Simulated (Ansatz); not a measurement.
Geometry optimisation of the cluster Na₃Sb⁺.

```yaml
crystal:
  periodic: [false, false, false]
  atoms:
    - {symbol: Na, position_ang: [1.978106, 0.780117, -1.001468]}
    - {symbol: Na, position_ang: [-1.162878, 1.506738, 1.379134]}
    - {symbol: Na, position_ang: [-0.063903, -2.269482, 0.608263]}
    - {symbol: Sb, position_ang: [-0.751325, -0.017383, -0.985929]}
basis:
  gaussian: {orbitals: def2-TZVP}
total_charge: 1
magnetization: {spin_polarized: true, initial_magnetization: 1}
hamiltonian: {xc: r2scan, dispersion: d4}
scf: {lower_state_search: "off"}
output: {orbitals: {seedname: orbitals}}
relax: {f_tol: 0.02, max_steps: 100}
```

```sh
$ ansatz run in.yaml --threads 4 --pin off --events-out ev --progress --plain --max-ram 3916MiB
```

It prints (some lines left out):

```
Functional definition: r2SCAN
mean field -19782.98625431 eV, -727.0113354561 hartree, gradient 4.4e-6 eV, S^2 0.761710; 0 other end points of the search recorded, 0 dependent functions left out
relax step   1: F+E_penalty+E_count = -19783.00135003 eV  Δ(F+E_penalty+E_count) = +0.000e0 eV  max|allowed force component| = 3.874e-1 eV/Å  Δτ_max = 0.0000 Å  (91 SCF iters, accepted)
mean field -19783.11900559 eV, -727.0162139757 hartree, gradient 2.1e-6 eV, S^2 0.762677; 0 other end points of the search recorded, 0 dependent functions left out
relax step   2: F+E_penalty+E_count = -19783.13412927 eV  Δ(F+E_penalty+E_count) = -1.328e-1 eV  max|allowed force component| = 2.385e-1 eV/Å  Δτ_max = 0.1946 Å  (41 SCF iters, accepted)
mean field -19783.23327193 eV, -727.0204131864 hartree, gradient 3.1e-6 eV, S^2 0.761453; 0 other end points of the search recorded, 0 dependent functions left out
relax step   3: F+E_penalty+E_count = -19783.24844446 eV  Δ(F+E_penalty+E_count) = -1.143e-1 eV  max|allowed force component| = 3.682e-1 eV/Å  Δτ_max = 0.1954 Å  (34 SCF iters, accepted)
mean field -19783.35586118 eV, -727.0249182582 hartree, gradient 2.0e-6 eV, S^2 0.759644; 0 other end points of the search recorded, 0 dependent functions left out
relax step   4: F+E_penalty+E_count = -19783.37121957 eV  Δ(F+E_penalty+E_count) = -1.228e-1 eV  max|allowed force component| = 4.394e-1 eV/Å  Δτ_max = 0.1957 Å  (33 SCF iters, accepted)
mean field -19783.47133788 eV, -727.0291619487 hartree, gradient 3.2e-6 eV, S^2 0.758899; 0 other end points of the search recorded, 0 dependent functions left out
relax step   5: F+E_penalty+E_count = -19783.48688138 eV  Δ(F+E_penalty+E_count) = -1.157e-1 eV  max|allowed force component| = 3.533e-1 eV/Å  Δτ_max = 0.1949 Å  (26 SCF iters, accepted)
mean field -19783.56637232 eV, -727.0326544000 hartree, gradient 2.7e-6 eV, S^2 0.758475; 0 other end points of the search recorded, 0 dependent functions left out
relax step   6: F+E_penalty+E_count = -19783.58194443 eV  Δ(F+E_penalty+E_count) = -9.506e-2 eV  max|allowed force component| = 2.757e-1 eV/Å  Δτ_max = 0.1948 Å  (27 SCF iters, accepted)
mean field -19783.64416996 eV, -727.0355134105 hartree, gradient 2.7e-6 eV, S^2 0.758004; 0 other end points of the search recorded, 0 dependent functions left out
relax step   7: F+E_penalty+E_count = -19783.65972346 eV  Δ(F+E_penalty+E_count) = -7.778e-2 eV  max|allowed force component| = 1.972e-1 eV/Å  Δτ_max = 0.2000 Å  (26 SCF iters, accepted)
mean field -19783.69789642 eV, -727.0374878215 hartree, gradient 2.4e-6 eV, S^2 0.757709; 0 other end points of the search recorded, 0 dependent functions left out
relax step   8: F+E_penalty+E_count = -19783.71340519 eV  Δ(F+E_penalty+E_count) = -5.368e-2 eV  max|allowed force component| = 1.136e-1 eV/Å  Δτ_max = 0.2000 Å  (25 SCF iters, accepted)
mean field -19783.72128353 eV, -727.0383472819 hartree, gradient 2.7e-6 eV, S^2 0.757564; 0 other end points of the search recorded, 0 dependent functions left out
relax step   9: F+E_penalty+E_count = -19783.73677543 eV  Δ(F+E_penalty+E_count) = -2.337e-2 eV  max|allowed force component| = 1.227e-1 eV/Å  Δτ_max = 0.2000 Å  (25 SCF iters, accepted)
mean field -19783.73096369 eV, -727.0387030210 hartree, gradient 2.9e-6 eV, S^2 0.757482; 0 other end points of the search recorded, 0 dependent functions left out
relax step  10: F+E_penalty+E_count = -19783.74644814 eV  Δ(F+E_penalty+E_count) = -9.673e-3 eV  max|allowed force component| = 2.730e-2 eV/Å  Δτ_max = 0.0897 Å  (21 SCF iters, accepted)
mean field -19783.73191825 eV, -727.0387381005 hartree, gradient 2.6e-6 eV, S^2 0.757432; 0 other end points of the search recorded, 0 dependent functions left out
relax step  11: F+E_penalty+E_count = -19783.74740214 eV  Δ(F+E_penalty+E_count) = -9.540e-4 eV  max|allowed force component| = 3.756e-3 eV/Å  Δτ_max = 0.0373 Å  (21 SCF iters, accepted)
Total energy: -19783.74743405 eV, -727.0393082958 hartree
Atom 0 at     2.290840     0.971065    -1.491025 Å, force    -0.000230     0.000098    -0.000808 eV/Å
Atom 1 at    -1.833759     1.893688     1.231467 Å, force    -0.001560    -0.001249     0.000049 eV/Å
Atom 2 at    -0.449519    -2.862750     0.260489 Å, force    -0.001966     0.000143     0.000334 eV/Å
Atom 3 at    -0.007562    -0.002013    -0.000931 Å, force     0.003756     0.001007     0.000425 eV/Å
Dipole moment:     0.012697     0.003010     0.003356 e Å
Checks for a lower state left out: stability, starts, cluster_reference, orbital_swaps, neighbouring_geometries, increment
```

Hardware: 4 threads of Arm Neoverse V2 on a shared host. Wall time 61 s.

In the def2 sets Sb takes a core potential; there is no spin–orbit coupling. The relaxation made no stability test and no search for a lower SCF solution. The structure comes from a short search, and lower isomers may exist.
